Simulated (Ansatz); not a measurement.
`C[Si](C)(C)C#Cc1ccc(-c2ccc(-c3ccc(C#C[Si](C)(C)C)[se]3)[se]2)[se]1` with charge +1. The state is a doublet with charge 1. Geometry PBE-D4/def2-SVP, that of the neutral singlet; atoms count from 1.

```xyz
51

C    -3.028   -2.521   -9.540
Si   -4.171   -1.388   -8.547
C    -5.885   -2.167   -8.372
C    -4.294    0.309   -9.373
C    -3.458   -1.168   -6.857
C    -2.983   -1.022   -5.721
C    -2.419   -0.843   -4.450
C    -2.937   -1.179   -3.198
C    -2.117   -0.865   -2.090
C    -0.893   -0.258   -2.381
C     0.134    0.170   -1.474
C     1.360    0.775   -1.753
C     2.172    1.086   -0.638
C     1.647    0.749    0.612
C     2.250    0.948    1.903
C     3.491    1.531    2.182
C     3.849    1.605    3.547
C     2.919    1.085    4.450
C     2.984    1.014    5.849
C     3.023    0.941    7.086
Si    3.084    0.835    8.930
C     3.038   -0.988    9.432
C     4.687    1.646    9.519
C     1.583    1.744    9.635
Se    1.409    0.415    3.511
Se   -0.057   -0.050    0.401
Se   -0.711   -0.031   -4.254
H    -2.934   -3.514   -9.056
H    -2.012   -2.084   -9.624
H    -3.424   -2.672  -10.565
H    -6.347   -2.317   -9.370
H    -5.824   -3.154   -7.869
H    -6.557   -1.519   -7.775
H    -3.296    0.784   -9.456
H    -4.949    0.988   -8.791
H    -4.716    0.214  -10.396
H    -3.922   -1.658   -3.103
H    -2.420   -1.084   -1.055
H     1.671    0.995   -2.786
H     3.156    1.562   -0.744
H     4.144    1.909    1.383
H     4.795    2.039    3.899
H     3.903   -1.538    9.008
H     3.072   -1.089   10.537
H     2.111   -1.477    9.069
H     4.730    2.711    9.213
H     5.573    1.131    9.093
H     4.761    1.601   10.626
H     1.586    1.699   10.745
H     1.587    2.810    9.332
H     0.637    1.289    9.275
```

Single mean-field runs in def2-TZVP are fitted with def2-universal-jkfit.

Estimate the Mulliken populations of the heavy atoms from the PBE0/def2-TZVP orbitals of Ansatz.


| atom | charge (e) | spin (α − β) |
| --- | --- | --- |
| C1 | -0.47 | 0.01 |
| Si2 | 0.31 | -0.01 |
| C3 | -0.47 | 0.00 |
| C4 | -0.47 | 0.01 |
| C5 | 0.13 | 0.18 |
| C6 | 0.02 | -0.09 |
| C7 | -0.22 | 0.19 |
| C8 | -0.18 | -0.03 |
| C9 | -0.11 | 0.11 |
| C10 | -0.04 | 0.02 |
| C11 | 0.01 | 0.14 |
| C12 | -0.12 | 0.03 |
| C13 | -0.18 | 0.06 |
| C14 | 0.03 | 0.13 |
| C15 | 0.01 | 0.02 |
| C16 | -0.14 | 0.12 |
| C17 | -0.17 | -0.05 |
| C18 | -0.21 | 0.21 |
| C19 | 0.02 | -0.10 |
| C20 | 0.12 | 0.18 |
| Si21 | 0.31 | -0.01 |
| C22 | -0.47 | 0.01 |
| C23 | -0.47 | 0.00 |
| C24 | -0.47 | 0.01 |
| Se25 | 0.21 | -0.04 |
| Se26 | 0.19 | -0.05 |
| Se27 | 0.22 | -0.03 |
Mulliken values depend strongly on the basis.

Where does the spin sit?

Summed by element: C 1.15, Si -0.01, Se -0.12, H -0.01, of 1 unpaired in all. Largest on single atoms: C18 0.21, C7 0.19, C20 0.18.

And the Mayer bond orders between heavy atoms (over 0.3)?

C1–Si2 1.02 (1.89 Å); Si2–C3 1.03 (1.89 Å); Si2–C4 1.02 (1.89 Å); Si2–C5 0.92 (1.85 Å); C5–C6 2.47 (1.24 Å); C6–C7 1.22 (1.40 Å); C7–C8 1.39 (1.40 Å); C7–Se27 1.28 (1.90 Å); C8–C9 1.40 (1.41 Å); C9–C10 1.32 (1.40 Å); C10–C11 1.19 (1.44 Å); C10–Se27 1.21 (1.90 Å); C11–C12 1.29 (1.40 Å); C11–Se26 1.19 (1.90 Å); C12–C13 1.45 (1.41 Å); C13–C14 1.34 (1.40 Å); C14–C15 1.14 (1.44 Å); C14–Se26 1.22 (1.89 Å); C15–C16 1.38 (1.40 Å); C15–Se25 1.22 (1.89 Å); C16–C17 1.41 (1.41 Å); C17–C18 1.40 (1.40 Å); C18–C19 1.22 (1.40 Å); C18–Se25 1.26 (1.90 Å); C19–C20 2.46 (1.24 Å); C20–Si21 0.92 (1.85 Å); Si21–C22 1.02 (1.89 Å); Si21–C23 1.03 (1.89 Å); Si21–C24 1.02 (1.89 Å).
